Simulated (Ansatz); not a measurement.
`O[SiH](F)N[Si](O)(F)F`, relaxed with RKS PBE0-D4/def2-TZVP in Ansatz from a GFN2-xTB geometry. The force threshold is 0.005 eV/Å; the program also tests the step.

Total charge 0; spin multiplicity 1.

Start:

```xyz
12

O     0.047    1.668   -2.041
Si    0.486    0.375   -1.189
F     1.806    0.725   -0.319
N    -0.779    0.146   -0.056
Si   -0.690   -0.847    1.335
O     0.758   -0.910    2.003
F    -1.797   -0.350    2.365
F    -1.116   -2.353    1.032
H     0.662    2.135   -2.598
H     0.877   -0.775   -1.976
H    -1.691    0.465   -0.332
H     1.437   -0.278    1.776
```

Task: By how much does the energy fall, and how many steps does the optimiser take? (Best estimate.)

Result: Ansatz gave: 9.85 kJ/mol, in 10 steps.

Task: Which bonds change most? (An estimate is asked.)

Result: Ansatz gave: Si2–H10 from 1.447 to 1.475 Å; Si5–O6 from 1.596 to 1.613 Å; Si2–F3 from 1.619 to 1.602 Å; O1–Si2 from 1.609 to 1.626 Å.

Task: Give the relaxed structure. (Best estimate.)

Result: The calculation gave: 
```xyz
12

O     0.015    1.735   -1.977
Si    0.552    0.467   -1.111
F     1.766    0.877   -0.150
N    -0.752    0.005   -0.117
Si   -0.724   -0.884    1.331
O     0.789   -1.114    1.839
F    -1.631   -0.147    2.397
F    -1.367   -2.316    1.176
H     0.486    1.984   -2.773
H     1.107   -0.588   -1.979
H    -1.650    0.366   -0.412
H     1.409   -0.384    1.775
```
